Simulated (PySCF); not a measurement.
Run record for `C=CO[Si@@H](F)SC`: B97-2/6-31++G**, full TDDFT, 12 singlets.

Method: TDDFT B97-2/6-31++G**, vertical, gas phase, core orbitals frozen in the response (PySCF 2.14.0, density-fitted response routines). Geometry: GFN2-xTB. A driver script takes a list of jobs; this job's settings line and coordinates (Å) are shown.

Command:
```bash
OMP_NUM_THREADS=1 python probes_run.py task.json out
```

Input:
```
{"job": {"kind": "uv", "xc": "B97-2", "basis": "6-31++G**", "nstates": 12, "ntriplets": 0, "tda": false}, "charge": 0, "multiplicity": 1}
C      2.619134    -0.749265    -0.217604
C      2.432657     0.528298     0.049885
O      1.279426     1.086341     0.470123
Si    -0.172903     0.514588     0.852551
F     -0.960456     1.873414     1.167048
S     -1.132750    -0.473750    -0.770397
C     -2.867995    -0.322242    -0.230779
H      1.820430    -1.464060    -0.124660
H      3.574824    -1.107447    -0.549039
H      3.216283     1.269568    -0.043922
H     -0.205310    -0.260133     2.075674
H     -3.024490    -0.915566     0.663995
H     -3.481577    -0.700656    -1.040888
H     -3.097951     0.720439    -0.041073
```

Question: Predict the output.

Answer: 
```
coarse grid: 13024 points
cycle   1  E = -981.2433038287  dE =  8.437e-01  |g| = 7.763e-01  |ddm| = 4.337e+00
cycle   2  E = -981.1147857066  dE =  1.285e-01  |g| = 1.159e+00  |ddm| = 2.523e+00
cycle   3  E = -981.3578038840  dE = -2.430e-01  |g| = 1.116e-01  |ddm| = 1.519e+00
cycle   4  E = -981.3601607196  dE = -2.357e-03  |g| = 5.091e-02  |ddm| = 2.594e-01
cycle   5  E = -981.3607952285  dE = -6.345e-04  |g| = 1.754e-02  |ddm| = 8.982e-02
cycle   6  E = -981.3608689045  dE = -7.368e-05  |g| = 3.909e-03  |ddm| = 2.549e-02
cycle   7  E = -981.3608722456  dE = -3.341e-06  |g| = 9.639e-04  |ddm| = 1.144e-02
final grid: 117712 points
cycle   8  E = -981.2988854144  dE = -2.810e-05  |g| = 6.447e-03  |ddm| = 5.741e-02
cycle   9  E = -981.2988745317  dE =  1.088e-05  |g| = 1.007e-02  |ddm| = 1.510e-02
cycle  10  E = -981.2988930429  dE = -1.851e-05  |g| = 8.048e-04  |ddm| = 9.752e-03
cycle  11  E = -981.2988931848  dE = -1.419e-07  |g| = 2.453e-04  |ddm| = 1.199e-03
cycle  12  E = -981.2988931975  dE = -1.271e-08  |g| = 7.905e-05  |ddm| = 3.917e-04
cycle  13  E = -981.2988931990  dE = -1.467e-09  |g| = 1.910e-05  |ddm| = 1.316e-04
cycle  14  E = -981.2988931991  dE = -9.322e-11  |g| = 4.610e-06  |ddm| = 4.639e-05
converged SCF energy = -981.2988931991

Static polarisability (au): isotropic 79.411, principal 65.043 78.366 94.824

Singlet excitations
state   eV       nm        f      main configurations
  1   5.4590    227.1   0.00141   H->L 0.70, H-1->L 0.25
  2   5.8127    213.3   0.00676   H-1->L 0.66, H->L 0.23
  3   6.2695    197.8   0.00863   H->L+1 0.64, H-1->L+1 0.16, H->L+2 0.09
  4   6.3877    194.1   0.02313   H->L+2 0.65, H-1->L+2 0.13, H-1->L+1 0.08
  5   6.4659    191.8   0.00585   H-1->L+2 0.49, H->L+3 0.30
  6   6.6103    187.6   0.01537   H->L+3 0.36, H->L+4 0.28, H-1->L+2 0.15
  7   6.6680    185.9   0.02551   H-1->L+3 0.45, H->L+4 0.30
  8   6.7319    184.2   0.14371   H-1->L+1 0.53, H->L+1 0.16
  9   6.8570    180.8   0.01659   H-1->L+3 0.36, H-1->L+4 0.14, H->L+4 0.14
 10   6.8852    180.1   0.03002   H-1->L+4 0.56, H->L+4 0.16
 11   7.0139    176.8   0.01065   H->L+5 0.81
 12   7.1158    174.2   0.00334   H-1->L+5 0.82
```

The SCF starts on a coarse grid where the log names one; the energy can jump when the final grid takes over, and dE then counts from the start density on the new grid. H and L stand for HOMO and LUMO; the number after each pair is its weight.

Question: Which computed singlet has the largest oscillator strength, and what do all of them sum to?

Answer: State 8 at 6.73 eV (184 nm), f = 0.144; the 12 states sum to 0.291.

Question: How does the lowest singlet excitation compare with the HOMO–LUMO gap?

Answer: HOMO -6.99 eV and LUMO -0.40 eV give a gap of 6.59 eV; S1 at 5.46 eV lies 1.13 eV below it.

In short: SCF converged in 14 cycles with 176 basis and 831 fitting functions; HOMO -6.99 eV, LUMO -0.40 eV; lowest singlet 5.46 eV; mean polarisability 79.4 au.

All basis functions are spherical, in the Pople sets too.

Question: Estimate the wall time. Hardware: one thread of an Arm Neoverse N1, no GPU, shared host with 64 logical CPUs at a one-minute load of 28. And the peak memory of the process?

Answer: About 45 s, with 0.85 GiB resident at the peak, the Python interpreter and its libraries included.

The values belong to the conformer `[CH2:1]=[CH:2][O:3][Si@@H:4]([F:5])[S:6][CH3:7]`: C1–C2–O3–Si4 3°, C2–O3–Si4–F5 -177°, O3–Si4–S6–C7 -157°.
